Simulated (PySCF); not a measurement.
Worked example: entropy of an ideal gas

SiClH₂I, SMILES Cl[SiH2]I.

Geometry: r2SCAN-D4/def2-SVP. The def2 effective core potentials stand for the cores of I; spin–orbit coupling is left out.

r2SCAN-D4/def2-SVP run with PySCF 2.14.0 gives the harmonic wavenumbers 135, 363, 540, 558, 694, 844, 935, 2254, 2270 cm⁻¹ and the rotational temperatures 0.5542, 0.0559, 0.0515 K. The molar mass is 192.46 g/mol, the symmetry number 1, the spin multiplicity 1.

Problem. Work out the entropy at 298.15 K and 1 atm in the rigid-rotor, harmonic-oscillator model.

Solution. 
Translation (Sackur–Tetrode at 1 atm): S = R[1.5 ln M + 2.5 ln T − 1.16487] = 174.3 J/(mol K).
Rotation: q = (√π/σ) T^1.5/√(θA θB θC) = 228000, S = R[ln q + 3/2] = 115.1 J/(mol K).
Vibration: with u = 1.4388 ν/T, each mode gives R[u/(e^u − 1) − ln(1 − e^−u)]:
| ν (cm⁻¹) | modes | u | S (J/(mol K)) |
|---|---|---|---|
| 135 | 1 | 0.65 | 12.02 |
| 363 | 1 | 1.75 | 4.64 |
| 540 | 1 | 2.61 | 2.37 |
| 558 | 1 | 2.69 | 2.21 |
| 694 | 1 | 3.35 | 1.31 |
| 844 | 1 | 4.07 | 0.73 |
| 935 | 1 | 4.51 | 0.51 |
The stiffer modes add less than 0.005 each. Sum 23.8 J/(mol K).
Spin: R ln 1 = 0.0 J/(mol K).
Total 313.2 J/(mol K); the program's own thermochemistry gives 313.2. Translation makes up 56 % and vibration 8 %. Anharmonicity, hindered rotation and orbital degeneracy are left out.
